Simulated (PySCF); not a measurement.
H₇Si₃ (SMILES [SiH2][SiH2][SiH3]), doublet, geometry from GFN2-xTB. Base run: B3LYP/3-21G (PySCF).

The PySCF input:
```python
from pyscf import gto, scf, dft

mol = gto.Mole()
mol.atom = '''
    Si    1.93979745    0.47165961    0.10091883
    Si    0.05332804   -0.63234908   -0.54160016
    Si   -1.87730055    0.14500050    0.46169226
    H     3.28672394    0.02470814   -0.26281169
    H     1.98987865    1.93358010    0.02028201
    H    -0.17751861   -0.71822834   -2.00276084
    H     0.27841266   -2.04606664   -0.17893111
    H    -2.94853390   -0.85021347    0.52993420
    H    -2.43260727    1.30498691   -0.23887599
    H    -1.61790441    0.57087873    1.83901062
'''
mol.basis = '3-21g'
mol.spin = 1
mol.verbose = 4
mol.build()

mf = dft.UKS(mol)
mf.xc = 'b3lyp'
mf.kernel()
mo_i, mo_e, stable_i, stable_e = mf.stability(internal=True, external=False, return_status=True, nroots=6, tol=1e-6)
print('internally stable:', stable_i, ' externally stable:', stable_e)
if not stable_i:
    umf = mf.copy()
    umf.scf_summary = {}
    umf.kernel(umf.make_rdm1(mo_i, mf.mo_occ))
```

The bond that is stretched is that between atoms 7 and 2. A test that says stable can miss a lower solution.

Variants of this job, named by their change:

```csv
change,ΔE vs base (eV),<S^2>,E after following the instability (Eh),<S^2> there,stability test says
base,0.00,0.752,-,-,internally stable (external not tested)
bond × 1.25,0.60,0.752,-,-,internally stable (external not tested)
bond × 1.5,1.69,0.753,-,-,internally stable (external not tested)
bond × 1.8,2.91,0.763,-867.93881,0.99,internal instability
bond × 2.2,4.07,0.757,-867.91839,1.47,internal instability
bond × 3.0,5.20,0.764,-867.91109,1.60,internal instability
```

On stretching, the SCF can end on different states; <S^2> shows the spin contamination of each.
